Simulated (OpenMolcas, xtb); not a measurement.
## C2H7AlO (SMILES C[CH2][AlH][OH]): methods side by side

C2H7AlO has 11 atoms, charge 0, and is taken as a singlet. As SMILES, `C[CH2][AlH][OH]`. Geometry: relaxed at PBE0-D4/def2-TZVP. This is one conformer, not always the lowest.

```xyz
11

C    -1.1116    0.8294    0.1064
C     0.1759    0.3880    0.8020
Al    1.2545   -0.9479   -0.1378
O     0.7626   -1.5768   -1.6393
H    -1.7910   -0.0119   -0.0587
H    -1.6626    1.5750    0.6876
H    -0.9106    1.2733   -0.8729
H    -0.0493   -0.0100    1.8007
H     0.8188    1.2568    0.9979
H     2.6223   -1.5227    0.4124
H    -0.0438   -1.3101   -2.0778
```

Each level gives the HOMO–LUMO gap (eV). The values are calculated.

```json
{"level": "GFN0-xTB", "kind": "semi-empirical", "program": "xtb", "value (eV)": "4.58", "CPU time": "under 2 s"}
{"level": "HF/6-31G* (spherical functions)", "kind": "Hartree–Fock", "program": "OpenMolcas", "value (eV)": "12.84", "CPU time": "8 s"}
{"level": "SVWN5/6-31G* (spherical functions)", "kind": "LDA", "program": "OpenMolcas", "value (eV)": "4.86", "CPU time": "38 s"}
{"level": "PBE/6-31G* (spherical functions)", "kind": "GGA", "program": "OpenMolcas", "value (eV)": "4.99", "CPU time": "50 s"}
{"level": "M06-L/6-31G* (spherical functions)", "kind": "meta-GGA", "program": "OpenMolcas", "value (eV)": "5.78", "CPU time": "62 s"}
{"level": "BHLYP/6-31G* (spherical functions)", "kind": "global hybrid", "program": "OpenMolcas", "value (eV)": "9.04", "CPU time": "45 s"}
{"level": "B3LYP/6-31G* (Cartesian functions)", "kind": "global hybrid", "program": "OpenMolcas", "value (eV)": "6.63", "CPU time": "50 s"}
{"level": "B2PLYP/6-31G* (spherical functions)", "kind": "double hybrid", "program": "OpenMolcas", "value (eV)": "9.24", "CPU time": "26 s"}
```

The values span 4.58 to 12.84 eV. Orbital gaps aren't excitation energies, and those of double hybrids come from the SCF part alone; they tend to grow with the share of exact exchange. CPU times are rough (shared hosts, several kinds of processor and program).
